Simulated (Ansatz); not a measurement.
`[SiH3]C[O][ZnH]`, relaxed with RKS PBE0-D4/def2-TZVP in the Gaussian-basis code of Ansatz from a PBE-D4/def2-SVP geometry. The force threshold is 0.005 eV/Å; the program also tests the step.

Charge 0, multiplicity 1.

Start:

```xyz
10

Si   -0.825    0.524    0.833
C     0.977   -0.068    0.622
O     0.985   -1.036   -0.401
Zn    0.204   -0.835   -2.016
H    -1.704   -0.627    1.237
H    -1.078    1.694    1.754
H    -1.232    0.914   -0.579
H     1.648    0.806    0.418
H     1.354   -0.517    1.572
H    -0.328   -0.856   -3.440
```

Task: How much energy does the relaxation release, and in how many steps? (Estimate.)

Result: Computed: 3.31 kJ/mol, in 8 steps.

Task: Which bonds change most? (Estimate.)

Result: Computed: Si1–C2 from 1.908 to 1.886 Å; Si1–H6 from 1.510 to 1.490 Å; C2–H8 from 1.121 to 1.101 Å; O3–Zn4 from 1.805 to 1.786 Å.

Task: Give the relaxed structure. (Estimate.)

Result: Computed: 
```xyz
10

Si   -0.830    0.524    0.836
C     0.950   -0.061    0.618
O     1.006   -0.991   -0.432
Zn    0.244   -0.856   -2.041
H    -1.703   -0.597    1.274
H    -1.015    1.682    1.756
H    -1.277    0.922   -0.540
H     1.611    0.802    0.444
H     1.312   -0.536    1.539
H    -0.299   -0.889   -3.454
```
